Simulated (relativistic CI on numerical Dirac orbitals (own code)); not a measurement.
**Radial parameters of Rb³⁰⁺**

These numbers are calculated, not measured: Dirac-Coulomb-Breit CI, KLI orbitals optimised for each configuration, model QED (radiative potential, 1s self-energy scaled to tabulated hydrogen-like ionisation energies), unscaled Slater integrals (own radial code, finite nucleus).

Slater integrals F^k, G^k are unscaled and averaged over j, outside the closed core 1s2; ζ comes from projecting the Hamiltonian with its Breit term on Σ l·s of the shell.

- 2s2 2p3: F^2(2p,2p) = 653810, ζ(2p) = 355090 cm⁻¹; <r>(2p) = 0.1458, <r^2>(2p) = 0.02572 (bohr units).
- 2s 2p4: F^2(2p,2p) = 652330, G^1(2s,2p) = 697420, ζ(2p) = 352760 cm⁻¹; <r>(2s) = 0.1693, <r^2>(2s) = 0.03363, <r>(2p) = 0.1461, <r^2>(2p) = 0.02584 (bohr units).
- 2p5: ζ(2p) = 350500 cm⁻¹; <r>(2p) = 0.1465, <r^2>(2p) = 0.02599 (bohr units).

Averages of the first 10 configurations, taken without configuration mixing, which lowers the lowest level and can move excited configurations by several eV; other configurations of the list can lie among them:

```csv
Configuration,Parity,States,Average energy above the lowest level (eV)
2s2 2p3,odd,20,69.3
2s 2p4,even,30,256.9
2p5,odd,6,472.6
2p4 3s,even,30,2458.8
2p4 3p,odd,90,2511.1
2p4 3d,even,150,2566.4
2s2 2p2 3s,even,30,2092.6
2s2 2p2 3p,odd,90,2149.1
2s2 2p2 3d,even,150,2204.9
2s 2p3 3s,odd,80,2261.5
```
